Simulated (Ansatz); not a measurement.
CuSe5, relaxed as a doublet with UKS PBE-D4/def2-SVP in Ansatz, starting from the GFN2-xTB geometry. Force threshold 0.02 eV/Å.

The structure comes from a short search, and lower isomers may exist.

Start:

```xyz
6

Cu    0.0617   -0.5319   -1.6340
Se   -1.4521    1.5426    0.6314
Se    1.3233   -2.1709   -0.4074
Se    0.6988    1.0668    1.4329
Se   -1.4134    1.3623   -1.6769
Se    0.7817   -1.2689    1.6540
```

```
step   energy (eV)  largest force component (eV/Å)  SCF passes
   1  -371291.5596                           1.147          44
   2  -371291.7851                           0.328          29
   3  -371291.8159                           0.091          26
   4  -371291.8196                           0.030          25
   5  -371291.8198                           0.015          25
```

Force components are those of the run's own axes.

End:

Cartesian coordinates in Å:
```
Cu 0.1806 -0.3895 -1.4844
Se -1.4495 1.5106 0.6451
Se 1.1956 -2.1621 -0.5026
Se 0.7528 1.0974 1.4064
Se -1.4186 1.2004 -1.7097
Se 0.7391 -1.2569 1.6452
```

By distances, no bond broke or formed. The bond that changes most is Cu1–Se3, from 2.40 to 2.27 Å (atoms count from 1).

No frequencies were taken in this run, so the end may be a saddle point.

It took 24 s on 4 threads of Arm Neoverse V2 on a shared host.
